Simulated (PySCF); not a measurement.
Input file for PySCF: R-HF/3-21G on H6OSi2 (SMILES [SiH3]O[SiH3]), a point of a torsion scan.

```python
from pyscf import gto, scf, dft, mp
from pyscf.data.elements import chemcore

mol = gto.M(
    atom='''
    Si    1.59177665   -0.16979150    0.14470644
    O     0.08285906   -0.38933410   -0.39045845
    Si   -1.42788218   -0.72048334   -0.85887723
    H     2.44728177   -1.07952470   -0.61492759
    H     1.91324399    1.23283996   -0.10931910
    H     1.59150702   -0.48537012    1.57205269
    H    -1.68749809   -2.12009109   -0.52595913
    H    -1.47246006   -0.48193816   -2.29995043
    H    -2.30147223    0.18851456   -0.11954684
    ''',
    basis='3-21g',
    charge=0, spin=0, verbose=3, max_memory=1800)
mf = scf.RHF(mol)
mf.conv_tol = 1e-8
mf.max_cycle = 100
mf.kernel()
if not mf.converged:
    mf = mf.newton().run(mf.mo_coeff, mf.mo_occ)
```

It printed:

```
converged SCF energy = -652.782167581096
```

The calculation finished and met its thresholds.

Cost: roughly 0.14 core-seconds.
